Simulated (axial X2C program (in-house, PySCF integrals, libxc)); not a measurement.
Low determinants of AlHg at the PBE0 level, two-component

Calculated with an in-house all-electron X2C program for linear molecules (integrals from PySCF). Two-component (2c) means X2C with spin–orbit coupling and atomic mean-field two-electron Coulomb and Gaunt terms. Basis: Hg dyall-cv3z [13s14p9d6f4g], Al dyall-v3z [8s8p2d1f] (cores contracted in-house); Gaussian nuclei, density fitting, unrestricted open shells. Masses: Hg 201.971 u, Al 26.982 u.

Search at 2.696 Å (vertical energies from the lowest determinant):

```csv
ΔE (eV),state,electrons beyond evenly filled partner blocks,"electrons in ±ω = 1/2, 3/2, 5/2, 7/2"
0.00,Ω = 1/2,ω = 1/2,55 26 10 2
0.14,Ω = 3/2,ω = 3/2,54 27 10 2
2.70,Ω = 5/2,"2 × ω = 1/2, ω = 3/2",54 27 10 2
3.20,Ω = 1/2,"2 × ω = -1/2, ω = 3/2",54 27 10 2
3.22,Ω = 3/2,3 × ω = 1/2,55 26 10 2
6.54,Ω = 5/2,ω = 5/2,54 26 11 2
```

Lowest determinant, Ω = 1/2 (⟨Sz⟩ = -0.45, ⟨Lz⟩ = 0.95 at PBE0): Re = 2.690 Å, ωe = 167.7 cm⁻¹.

The determinant in row 2 of the search, Ω = 3/2 (⟨Sz⟩ = 0.50, ⟨Lz⟩ = 1.00 at PBE0), was followed along the bond at PBE0; measured from the minimum of the lowest determinant it gives:

Te = 0.130 eV (1047 cm⁻¹), Re = 2.805 Å, ωe = 137.3 cm⁻¹.

(1) Compare the bond of the determinant in row 2 with that of the lowest one.

The search compares states at one distance, so a state with another bond length can lie lower; it is not exhaustive and yields mostly the lowest determinant of each block pattern, so other components and higher states of one pattern are missing. These are energies of single determinants, not of spin-adapted states; PBE0 term energies can be off by some tenths of an eV, and the functional has no current term. The lowest determinant need not be the ground state where others lie within half an eV.

Answers

(1) At PBE0 its Re is 0.115 Å longer and its force constant, which goes as ωe², is 0.67 times that of the lowest determinant. T0 ≈ Te + Δωe/2 = 1047 + (-15) = 1032 cm⁻¹.
